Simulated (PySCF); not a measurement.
FH2Si (calculated)

Calculation on a computer-drawn molecule: vertical ionisation energy to the stated ion spin, frozen-core CCSD(T) at the basis limit and cheaper methods, single-reference cases, UHF for radicals, no spin-orbit; all values are single points at the evaluated structure, the first of each entry, which is the reference or a displaced copy of it and isn't optimised; the reference structure only sets the zero of the energies above reference; triples share is (T) over the correlation energy. Program: PySCF 2.14.0.

Common to all runs: diffuse functions no; basis cc-pV(n+d)Z; reference is the Hartree-Fock double-zeta minimum; best is HF at quadruple zeta + MP2 correlation extrapolated from triple and quadruple zeta + CCSD(T) minus MP2 at triple zeta; basis step is the size of the change from the same recipe one zeta lower.

(1) 
```xyz
4
formula=FH2Si charge=1 multiplicity=1 ion_multiplicity=2 ionisation_energy_best=21.29 ionisation_energy_basis_step=0.02084 energy_above_reference_best=1.712 energy_above_reference_basis_step=0.03324 ionisation_energy_Koopmans_at_triple_zeta=21.56 ionisation_energy_EOM_CCSD_at_triple_zeta=21.25 total_energy_HF_triple_zeta=-389.3207 total_energy_CCSD(T)_triple_zeta=-389.6948 total_energy_best=-389.7610 T1_diagnostic_at_triple_zeta=0.01404 D1_diagnostic_at_triple_zeta=0.03734 ion_T1_diagnostic_at_triple_zeta=0.04087 ion_D1_diagnostic_at_triple_zeta=0.1677 ion_spin_squared_at_triple_zeta=0.8001 triples_share_at_triple_zeta=0.02688 basis_functions_triple_zeta=97
F     -0.4708     1.0167     0.6118
Si     0.8647     0.9519     1.3744
H      1.2458    -0.2554     1.9394
H      1.5794     2.2512     1.5367
```

Units: ionisation_energy_best, ionisation_energy_basis_step, ionisation_energy_Koopmans_at_triple_zeta, ionisation_energy_EOM_CCSD_at_triple_zeta in eV; energy_above_reference_best, energy_above_reference_basis_step in kcal/mol; total_energy_HF_triple_zeta, total_energy_CCSD(T)_triple_zeta, total_energy_best in hartree.

Reference structure:
```xyz
4
FH2Si
F     -0.4670     1.0251     0.6251
Si     0.8621     0.9942     1.4253
H      1.2307    -0.2919     1.9930
H      1.5801     2.2550     1.5114
```

Drawn bonds:
| atom | other atom | order |
| --- | --- | --- |
| 1 | 2 | 1 |
| 2 | 3 | 1 |
| 2 | 4 | 1 |

Triple zeta:
| method | ionisation energy (eV) | energy above reference (kcal/mol) |
| --- | --- | --- |
| HF | 20.67 | 1.317 |
| PBE | 20.51 | 2.192 |
| r2SCAN | 20.68 | 1.837 |
| B3LYP | 20.9 | 1.815 |
| wB97X | 21.08 | 1.768 |
| MP2 | 21.19 | 1.67 |
| CCSD | 21.25 | 1.637 |
| CCSD(T) | 21.17 | 1.709 |

(2) 
```xyz
4
formula=FH2Si charge=1 multiplicity=1 ion_multiplicity=2 ionisation_energy_best=20.74 ionisation_energy_basis_step=0.02222 energy_above_reference_best=6.501 energy_above_reference_basis_step=0.5436 ionisation_energy_Koopmans_at_triple_zeta=20.88 ionisation_energy_EOM_CCSD_at_triple_zeta=20.69 total_energy_HF_triple_zeta=-389.3146 total_energy_CCSD(T)_triple_zeta=-389.6870 total_energy_best=-389.7534 T1_diagnostic_at_triple_zeta=0.013 D1_diagnostic_at_triple_zeta=0.03328 ion_T1_diagnostic_at_triple_zeta=0.03017 ion_D1_diagnostic_at_triple_zeta=0.1136 ion_spin_squared_at_triple_zeta=0.7917 triples_share_at_triple_zeta=0.02614 basis_functions_triple_zeta=97
F     -0.4105     0.9895     0.6145
Si     0.8287     0.8994     1.3990
H      1.2833    -0.2891     2.0615
H      1.4786     2.3251     1.4596
```

Units: ionisation_energy_best, ionisation_energy_basis_step, ionisation_energy_Koopmans_at_triple_zeta, ionisation_energy_EOM_CCSD_at_triple_zeta in eV; energy_above_reference_best, energy_above_reference_basis_step in kcal/mol; total_energy_HF_triple_zeta, total_energy_CCSD(T)_triple_zeta, total_energy_best in hartree.

Reference structure:
```xyz
4
FH2Si
F     -0.4670     1.0251     0.6251
Si     0.8621     0.9942     1.4253
H      1.2307    -0.2919     1.9930
H      1.5801     2.2550     1.5114
```

Drawn bonds:
| atom | other atom | order |
| --- | --- | --- |
| 1 | 2 | 1 |
| 2 | 3 | 1 |
| 2 | 4 | 1 |

Triple zeta:
| method | ionisation energy (eV) | energy above reference (kcal/mol) |
| --- | --- | --- |
| HF | 19.95 | 5.161 |
| PBE | 20.1 | 7.1 |
| r2SCAN | 20.23 | 6.426 |
| B3LYP | 20.43 | 6.729 |
| wB97X | 20.56 | 6.539 |
| MP2 | 20.57 | 7.142 |
| CCSD | 20.66 | 6.358 |
| CCSD(T) | 20.62 | 6.633 |

(3) 
```xyz
4
formula=FH2Si charge=0 multiplicity=2 ion_multiplicity=1 ionisation_energy_best=9.152 ionisation_energy_basis_step=0.053 energy_above_reference_best=0.09411 energy_above_reference_basis_step=0.02182 total_energy_HF_triple_zeta=-389.6037 total_energy_CCSD(T)_triple_zeta=-389.9897 total_energy_best=-390.0592 T1_diagnostic_at_triple_zeta=0.01414 D1_diagnostic_at_triple_zeta=0.04238 spin_squared_at_triple_zeta=0.7536 ion_T1_diagnostic_at_triple_zeta=0.01827 ion_D1_diagnostic_at_triple_zeta=0.05358 triples_share_at_triple_zeta=0.02735 basis_functions_triple_zeta=97 dipole_magnitude_HF_at_triple_zeta=1.537 dipole_magnitude_CCSD_unrelaxed_at_triple_zeta=1.298 dipole_magnitude_PBE_at_triple_zeta=1.132 dipole_magnitude_r2SCAN_at_triple_zeta=1.203 dipole_magnitude_B3LYP_at_triple_zeta=1.279 dipole_magnitude_wB97X_at_triple_zeta=1.297
F     -2.3729     0.6299     1.5011
Si    -2.7002     0.4167     3.0778
H     -1.4875    -0.1013     3.7334
H     -3.8183    -0.5590     3.1557
```

Units: ionisation_energy_best, ionisation_energy_basis_step in eV; energy_above_reference_best, energy_above_reference_basis_step in kcal/mol; total_energy_HF_triple_zeta, total_energy_CCSD(T)_triple_zeta, total_energy_best in hartree; dipole_magnitude_HF_at_triple_zeta, dipole_magnitude_CCSD_unrelaxed_at_triple_zeta, dipole_magnitude_PBE_at_triple_zeta, dipole_magnitude_r2SCAN_at_triple_zeta, dipole_magnitude_B3LYP_at_triple_zeta, dipole_magnitude_wB97X_at_triple_zeta in debye.

Reference structure:
```xyz
4
FH2Si
F     -2.3769     0.6420     1.5055
Si    -2.7052     0.4107     3.0751
H     -1.4815    -0.1055     3.7244
H     -3.8160    -0.5604     3.1690
```

Drawn bonds:
| atom | other atom | order |
| --- | --- | --- |
| 1 | 2 | 1 |
| 2 | 3 | 1 |
| 2 | 4 | 1 |

Triple zeta:
| method | ionisation energy (eV) | energy above reference (kcal/mol) |
| --- | --- | --- |
| HF | 8.995 | 0.1734 |
| PBE | 9.059 | 0.0192 |
| r2SCAN | 9.275 | 0.08211 |
| B3LYP | 9.197 | 0.06389 |
| wB97X | 9.112 | 0.07489 |
| MP2 | 9.031 | 0.0991 |
| CCSD | 9.09 | 0.1108 |
| CCSD(T) | 9.069 | 0.09738 |

(4) 
```xyz
4
formula=FH2Si charge=0 multiplicity=2 ion_multiplicity=1 ionisation_energy_best=9.131 ionisation_energy_basis_step=0.05297 energy_above_reference_best=0.9253 energy_above_reference_basis_step=0.008221 total_energy_HF_triple_zeta=-389.6020 total_energy_CCSD(T)_triple_zeta=-389.9884 total_energy_best=-390.0579 T1_diagnostic_at_triple_zeta=0.01425 D1_diagnostic_at_triple_zeta=0.04243 spin_squared_at_triple_zeta=0.7537 ion_T1_diagnostic_at_triple_zeta=0.01828 ion_D1_diagnostic_at_triple_zeta=0.05324 triples_share_at_triple_zeta=0.02755 basis_functions_triple_zeta=97 dipole_magnitude_HF_at_triple_zeta=1.492 dipole_magnitude_CCSD_unrelaxed_at_triple_zeta=1.256 dipole_magnitude_PBE_at_triple_zeta=1.093 dipole_magnitude_r2SCAN_at_triple_zeta=1.161 dipole_magnitude_B3LYP_at_triple_zeta=1.238 dipole_magnitude_wB97X_at_triple_zeta=1.255
F     -2.3740     0.6502     1.5031
Si    -2.7074     0.4099     3.0760
H     -1.4265    -0.1240     3.7618
H     -3.8124    -0.5653     3.1704
```

Units: ionisation_energy_best, ionisation_energy_basis_step in eV; energy_above_reference_best, energy_above_reference_basis_step in kcal/mol; total_energy_HF_triple_zeta, total_energy_CCSD(T)_triple_zeta, total_energy_best in hartree; dipole_magnitude_HF_at_triple_zeta, dipole_magnitude_CCSD_unrelaxed_at_triple_zeta, dipole_magnitude_PBE_at_triple_zeta, dipole_magnitude_r2SCAN_at_triple_zeta, dipole_magnitude_B3LYP_at_triple_zeta, dipole_magnitude_wB97X_at_triple_zeta in debye.

Reference structure:
```xyz
4
FH2Si
F     -2.3769     0.6420     1.5055
Si    -2.7052     0.4107     3.0751
H     -1.4815    -0.1055     3.7244
H     -3.8160    -0.5604     3.1690
```

Drawn bonds:
| atom | other atom | order |
| --- | --- | --- |
| 1 | 2 | 1 |
| 2 | 3 | 1 |
| 2 | 4 | 1 |

Triple zeta:
| method | ionisation energy (eV) | energy above reference (kcal/mol) |
| --- | --- | --- |
| HF | 8.979 | 1.276 |
| PBE | 9.04 | 0.3137 |
| r2SCAN | 9.257 | 0.7239 |
| B3LYP | 9.179 | 0.7493 |
| wB97X | 9.098 | 0.8121 |
| MP2 | 9.013 | 1.063 |
| CCSD | 9.07 | 0.9449 |
| CCSD(T) | 9.049 | 0.8754 |

(5) 
```xyz
4
formula=FH2Si charge=0 multiplicity=2 ion_multiplicity=1 ionisation_energy_best=8.86 ionisation_energy_basis_step=0.05844 energy_above_reference_best=3.277 energy_above_reference_basis_step=0.186 total_energy_HF_triple_zeta=-389.5979 total_energy_CCSD(T)_triple_zeta=-389.9845 total_energy_best=-390.0542 T1_diagnostic_at_triple_zeta=0.01436 D1_diagnostic_at_triple_zeta=0.04138 spin_squared_at_triple_zeta=0.7537 ion_T1_diagnostic_at_triple_zeta=0.01825 ion_D1_diagnostic_at_triple_zeta=0.05341 triples_share_at_triple_zeta=0.02742 basis_functions_triple_zeta=97 dipole_magnitude_HF_at_triple_zeta=1.834 dipole_magnitude_CCSD_unrelaxed_at_triple_zeta=1.577 dipole_magnitude_PBE_at_triple_zeta=1.404 dipole_magnitude_r2SCAN_at_triple_zeta=1.479 dipole_magnitude_B3LYP_at_triple_zeta=1.553 dipole_magnitude_wB97X_at_triple_zeta=1.588
F     -2.3553     0.7421     1.5117
Si    -2.7485     0.3655     3.0751
H     -1.5184    -0.0449     3.6847
H     -3.8800    -0.4868     3.0970
```

Units: ionisation_energy_best, ionisation_energy_basis_step in eV; energy_above_reference_best, energy_above_reference_basis_step in kcal/mol; total_energy_HF_triple_zeta, total_energy_CCSD(T)_triple_zeta, total_energy_best in hartree; dipole_magnitude_HF_at_triple_zeta, dipole_magnitude_CCSD_unrelaxed_at_triple_zeta, dipole_magnitude_PBE_at_triple_zeta, dipole_magnitude_r2SCAN_at_triple_zeta, dipole_magnitude_B3LYP_at_triple_zeta, dipole_magnitude_wB97X_at_triple_zeta in debye.

Reference structure:
```xyz
4
FH2Si
F     -2.3769     0.6420     1.5055
Si    -2.7052     0.4107     3.0751
H     -1.4815    -0.1055     3.7244
H     -3.8160    -0.5604     3.1690
```

Drawn bonds:
| atom | other atom | order |
| --- | --- | --- |
| 1 | 2 | 1 |
| 2 | 3 | 1 |
| 2 | 4 | 1 |

Triple zeta:
| method | ionisation energy (eV) | energy above reference (kcal/mol) |
| --- | --- | --- |
| HF | 8.639 | 3.819 |
| PBE | 8.783 | 3.503 |
| r2SCAN | 8.981 | 3.497 |
| B3LYP | 8.899 | 3.31 |
| wB97X | 8.801 | 3.407 |
| MP2 | 8.713 | 3.134 |
| CCSD | 8.786 | 3.389 |
| CCSD(T) | 8.769 | 3.349 |

(6) 
```xyz
4
formula=FH2Si charge=0 multiplicity=2 ion_multiplicity=1 ionisation_energy_best=8.545 ionisation_energy_basis_step=0.04937 energy_above_reference_best=5.515 energy_above_reference_basis_step=0.5111 total_energy_HF_triple_zeta=-389.5981 total_energy_CCSD(T)_triple_zeta=-389.9808 total_energy_best=-390.0506 T1_diagnostic_at_triple_zeta=0.01313 D1_diagnostic_at_triple_zeta=0.03723 spin_squared_at_triple_zeta=0.7537 ion_T1_diagnostic_at_triple_zeta=0.01523 ion_D1_diagnostic_at_triple_zeta=0.04342 triples_share_at_triple_zeta=0.02606 basis_functions_triple_zeta=97 dipole_magnitude_HF_at_triple_zeta=1.068 dipole_magnitude_CCSD_unrelaxed_at_triple_zeta=0.8952 dipole_magnitude_PBE_at_triple_zeta=0.7794 dipole_magnitude_r2SCAN_at_triple_zeta=0.8219 dipole_magnitude_B3LYP_at_triple_zeta=0.8829 dipole_magnitude_wB97X_at_triple_zeta=0.9053
F     -2.3553     0.7421     1.5117
Si    -2.7167     0.3960     2.9486
H     -1.4866    -0.0144     3.5582
H     -3.8482    -0.4563     2.9705
```

Units: ionisation_energy_best, ionisation_energy_basis_step in eV; energy_above_reference_best, energy_above_reference_basis_step in kcal/mol; total_energy_HF_triple_zeta, total_energy_CCSD(T)_triple_zeta, total_energy_best in hartree; dipole_magnitude_HF_at_triple_zeta, dipole_magnitude_CCSD_unrelaxed_at_triple_zeta, dipole_magnitude_PBE_at_triple_zeta, dipole_magnitude_r2SCAN_at_triple_zeta, dipole_magnitude_B3LYP_at_triple_zeta, dipole_magnitude_wB97X_at_triple_zeta in debye.

Reference structure:
```xyz
4
FH2Si
F     -2.3769     0.6420     1.5055
Si    -2.7052     0.4107     3.0751
H     -1.4815    -0.1055     3.7244
H     -3.8160    -0.5604     3.1690
```

Drawn bonds:
| atom | other atom | order |
| --- | --- | --- |
| 1 | 2 | 1 |
| 2 | 3 | 1 |
| 2 | 4 | 1 |

Triple zeta:
| method | ionisation energy (eV) | energy above reference (kcal/mol) |
| --- | --- | --- |
| HF | 8.29 | 3.694 |
| PBE | 8.499 | 7.55 |
| r2SCAN | 8.682 | 5.871 |
| B3LYP | 8.594 | 6.121 |
| wB97X | 8.482 | 5.92 |
| MP2 | 8.403 | 5.657 |
| CCSD | 8.467 | 5.329 |
| CCSD(T) | 8.46 | 5.682 |
